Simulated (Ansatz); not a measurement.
C$_{2}$H$_{5}$IOSi, SMILES `OC1(I)C[SiH2]1`, relaxed with RKS PBE0-D4/def2-TZVP in Ansatz from a PBE-D4/def2-SVP geometry. The force threshold is 0.005 eV/Å; the program also tests the step.

Total charge 0; spin multiplicity 1. I: def2 effective core potential.

Start:

```xyz
10

O    -0.178    0.514   -1.752
C    -0.162   -0.248   -0.618
I    -0.411   -2.453   -0.997
C     0.892    0.038    0.458
Si   -0.898    0.384    0.993
H     0.690    0.408   -2.198
H     1.532    0.915    0.240
H     1.443   -0.808    0.899
H    -1.323    1.815    1.062
H    -1.587   -0.566    1.912
```

```tsv
step	energy (eV)	largest force (eV/Å)	largest move (Å)
1	-20174.0941	0.715	0.000
2	-20174.1485	0.318	0.095
3	-20174.1595	0.131	0.035
4	-20174.1606	0.045	0.011
5	-20174.1607	0.025	0.011
6	-20174.1608	0.005	0.004
7	-20174.1608	0.017	0.005
8	-20174.1608	0.009	0.002
9	-20174.1609	0.005	0.001
10	-20174.1609	0.001	0.001
```

End:

```xyz
10

O    -0.161    0.509   -1.740
C    -0.168   -0.253   -0.604
I    -0.411   -2.382   -0.978
C     0.885    0.037    0.470
Si   -0.876    0.374    0.990
H     0.677    0.374   -2.201
H     1.495    0.911    0.248
H     1.449   -0.794    0.877
H    -1.305    1.786    1.058
H    -1.586   -0.563    1.880
```

It took 45 s on 4 threads of an Arm Neoverse V1 on a shared host, with 0.62 GiB of host memory at the peak.
